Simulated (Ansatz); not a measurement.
Gas-phase electronic energies from Ansatz, PBE0-D4/def2-TZVP geometries. CCSD(T)/CBS adds triple-zeta CCSD(T) − MP2 to the extrapolated MP2 energy (def2 sets, frozen cores). DFT in def2-TZVPP. B3LYP here is the variant with VWN-RPA as its local correlation; programs differ in this. Each species was taken in one conformer, which may not be the lowest.

Consider the redistribution: `[CH3][AlH][SiH](F)[SiH3]` + `N[SiH2]O[SiH2][SiH3]` → `[CH3][AlH][O][SiH2][SiH3]` + `N[SiH2][SiH](F)[SiH3]`.

| level | ΔE (kJ/mol) | difference from CCSD(T)/CBS |
| --- | --- | --- |
| PBE-D4 | -30.4 | -2.0 |
| r2SCAN-D4 | -31.3 | -2.9 |
| PBE0-D4 | -27.5 | 0.9 |
| B3LYP-D4 | -29.9 | -1.5 |
| ωB97X-V | -28.4 | 0.0 |
| ωB97M-V | -27.6 | 0.8 |
| B2PLYP | -31.1 | -2.7 |
| PBE | -31.4 | -3.0 |
| r2SCAN | -31.5 | -3.1 |
| PBE0 | -28.3 | 0.1 |
| B3LYP | -31.7 | -3.3 |
| HF/def2-TZVPP | -24.4 | 4.0 |
| MP2/def2-TZVPP | -30.3 | -1.9 |
| SCS-MP2/def2-TZVPP | -29.8 | -1.4 |
| CCSD/def2-TZVPP | -28.1 | 0.3 |
| CCSD(T)/def2-TZVPP | -28.6 | -0.2 |
| HF/def2-QZVPP | -24.6 | 3.8 |
| MP2/def2-QZVPP | -30.2 | -1.8 |
| SCS-MP2/def2-QZVPP | -29.8 | -1.4 |
| HF/CBS(def2) | -24.6 | 3.8 |
| MP2/CBS(def2) | -30.1 | -1.7 |
| CCSD/CBS(def2) | -27.9 | 0.5 |
| CCSD(T)/CBS | -28.4 | 0 |

Largest T1 diagnostic among the species: 0.013.

From PBE to PBE0 (25 % exact exchange), in def2-TZVPP and without D4, ΔE moves by +3.1 kJ/mol. In def2-TZVPP, CCSD(T) changes the Hartree–Fock value by −4.2 kJ/mol (the triples alone add −0.5 kJ/mol) and MP2 by −5.9 kJ/mol.

CCSD(T)/CBS has its own doubt, a few kJ/mol and more with outer-core shells, so smaller differences from it don't rank the levels.
